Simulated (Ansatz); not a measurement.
GaH4Br, closed shell: a relaxation.

Input (in.yaml):

```yaml
crystal:
  periodic: [false, false, false]
  atoms:
    - {symbol: Ga, position_ang: [-0.514280, -0.442092, -0.315656]}
    - {symbol: H, position_ang: [0.588534, 0.526240, -1.077746]}
    - {symbol: H, position_ang: [-0.060500, -1.923678, -0.210463]}
    - {symbol: H, position_ang: [-1.915938, 0.213021, -0.180180]}
    - {symbol: H, position_ang: [0.965894, 0.837181, 0.107146]}
    - {symbol: Br, position_ang: [0.936290, 0.789329, 1.676999]}
basis:
  gaussian: {orbitals: def2-SVPD}
hamiltonian: {xc: r2scan, dispersion: d4}
relax: {f_tol: 0.03, max_steps: 60, escape_saddle: true}
```

Command:

```bash
ansatz run in.yaml --threads 2 --pin off --events-out ev --progress --plain --max-ram 4352MiB
```

Output of Ansatz 0.2.0:

```
Error: invalid value for `relax.escape_saddle`: a Gaussian basis doesn't support `true`; leave it out, and run phonons on the result
```

Hardware: 2 CPU threads of an Arm Neoverse V1, shared host. Wall time about 0.05 s.


The program refused the input.